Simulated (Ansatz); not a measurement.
`OCB1[SiH2][SiH2]1`, relaxed with RKS PBE-D4/def2-SVP in Ansatz from a rough embedded geometry. The force threshold is 0.03 eV/Å; the program also tests the step.

Total charge 0; spin multiplicity 1.

Start:

```xyz
12

O     1.792    0.829    1.425
C     0.798    1.389    0.693
B    -0.032    0.239    0.037
Si   -1.649   -0.437   -1.081
Si   -0.351   -1.762   -0.264
H     2.585    0.614    0.816
H     1.167    2.035   -0.100
H     0.134    1.932    1.371
H    -1.425   -0.012   -2.453
H    -2.907   -0.097   -0.374
H    -0.795   -2.393    1.015
H     0.683   -2.337   -1.086
```

(1) How much energy does the relaxation release, and in how many steps? (Best estimate.)

(2) Which bonds change most? (An estimate is asked.)

(3) Give the relaxed structure. (An estimate is asked.)

## Answers

(1) The calculation gave: 169.90 kJ/mol, in 18 steps, 1 of them rejected.

(2) The calculation gave: Si4–Si5 from 2.027 to 2.553 Å; B3–Si4 from 2.079 to 1.918 Å; B3–Si5 from 2.049 to 1.924 Å; O1–C2 from 1.356 to 1.421 Å.

(3) Ansatz gave: 
```xyz
12

O     1.606    0.864    1.685
C     0.702    1.326    0.690
B     0.199    0.282   -0.377
Si   -1.552    0.027   -1.117
Si    0.162   -1.635   -0.212
H     2.212    0.244    1.240
H     1.135    2.177    0.089
H    -0.156    1.798    1.220
H    -1.856   -0.805   -2.328
H    -2.799    0.692   -0.597
H     0.402   -2.393    1.066
H    -0.054   -2.578   -1.359
```
